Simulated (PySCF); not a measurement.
1-fluorocyclopenta-1,3-diene (C₅H₅F), SMILES C1=CC=C(C1)F.

Geometry: B3LYP-D3(BJ)/def2-SVP. One conformer was computed; it need not be the lowest.

Level of theory: B3LYP-D3(BJ)/def2-SVP run with PySCF.

No scaling factor is applied to the harmonic values.

| mode | ν (cm⁻¹) | IR (km/mol) | Raman (Å⁴/amu) | depolarisation | moving atoms (share of kinetic energy) |
|---|---|---|---|---|---|
| 1 | 262 | 2.6 | 0.9 | 0.75 | C 52 %, H 26 %, F 22 % |
| 2 | 388 | 8.6 | 2.5 | 0.75 | H 48 %, C 46 % |
| 3 | 404 | 3.4 | 1.9 | 0.73 | C 45 %, F 41 %, H 14 % |
| 4 | 505 | 1.8 | 0.4 | 0.75 | C 60 %, H 40 % |
| 5 | 622 | 20.7 | 4.4 | 0.29 | F 50 %, C 44 % |
| 6 | 685 | 39.4 | 1.7 | 0.75 | H 80 %, C 20 % |
| 7 | 807 | 6.9 | 2.7 | 0.69 | C 90 %, H 10 % |
| 8 | 873 | 20.2 | 3.0 | 0.75 | H 68 %, C 31 % |
| 9 | 910 | 7.9 | 2.9 | 0.75 | C 58 %, H 41 % |
| 10 | 915 | 14.6 | 3.6 | 0.17 | C 67 %, H 27 % |
| 11 | 958 | 12.2 | 8.0 | 0.41 | H 56 %, C 44 % |
| 12 | 963 | 0.3 | 1.1 | 0.75 | H 76 %, C 24 % |
| 13 | 1002 | 1.8 | 1.2 | 0.11 | H 59 %, C 41 % |
| 14 | 1107 | 0.7 | 9.4 | 0.75 | H 87 %, C 13 % |
| 15 | 1110 | 1.1 | 21.1 | 0.39 | H 78 %, C 22 % |
| 16 | 1214 | 7.7 | 1.5 | 0.72 | C 49 %, H 43 % |
| 17 | 1250 | 7.4 | 5.7 | 0.72 | H 58 %, C 38 % |
| 18 | 1348 | 41.9 | 6.9 | 0.67 | C 73 %, H 23 % |
| 19 | 1377 | 29.1 | 10.5 | 0.40 | H 75 %, C 25 % |
| 20 | 1404 | 37.1 | 19.2 | 0.63 | C 54 %, H 44 % |
| 21 | 1601 | 41.2 | 46.1 | 0.15 | C 92 % |
| 22 | 1698 | 109.6 | 7.4 | 0.08 | C 92 % |
| 23 | 3032 | 3.0 | 171.5 | 0.14 | H 94 % |
| 24 | 3070 | 2.6 | 110.4 | 0.75 | H 91 %, C 9 % |
| 25 | 3206 | 6.4 | 92.7 | 0.66 | H 92 %, C 8 % |
| 26 | 3233 | 6.7 | 58.7 | 0.26 | H 91 %, C 9 % |
| 27 | 3240 | 0.7 | 175.1 | 0.17 | H 91 %, C 9 % |
